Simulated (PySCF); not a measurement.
## Vibration and rotation of CsRb⁺

UHF-CCSD(T) constants of CsRb⁺, ²Σ⁺ (doublet), unpaired electrons σ ↑ (PySCF, scalar-relativistic core potentials, basis sets Cs def2-SVP with ECP46, Rb def2-SVP with ECP28; masses 132.9054 and 84.9118 u):

| Property | Result |
| --- | --- |
| ωe | 34.3 cm⁻¹ |
| ωexe | 0.0496 cm⁻¹ |
| Be | 0.011743 cm⁻¹ |
| αe | 2.2e-05 cm⁻¹ |
| De to Cs⁺ + Rb | 0.51 eV |

**Question.** What force constant and bond length do these constants imply?

**Answer.** Reduced mass μred = 51.811 u; k = 5.8918×10⁻⁷·μred·ωe² (u, cm⁻¹, mdyn/Å) = 0.0359 mdyn/Å; Re = √(16.8576/(μred·Be)) (u, cm⁻¹, Å) = 5.264 Å.

**Question.** Estimate the centrifugal constant D from the Kratzer relation and find the Dunham coefficient a1.

**Answer.** D = 4Be³/ωe² = 5.51e-09 cm⁻¹; a1 = −1 − αeωe/(6Be²) = -1.91.

Correlated steps freeze no core orbitals. Correlated levels converge slowly with the basis: in double zeta they bind strong bonds too weakly, by up to about 1 eV, and carry superposition errors of some tenths. Spin–orbit coupling is left out. For an ion De counts to the pair picked by the measured ionisation energies or electron affinities, which need not be the lowest pair at this level. The state is the lowest determinant that a PBE0 search found; another state may lie lower at other levels.
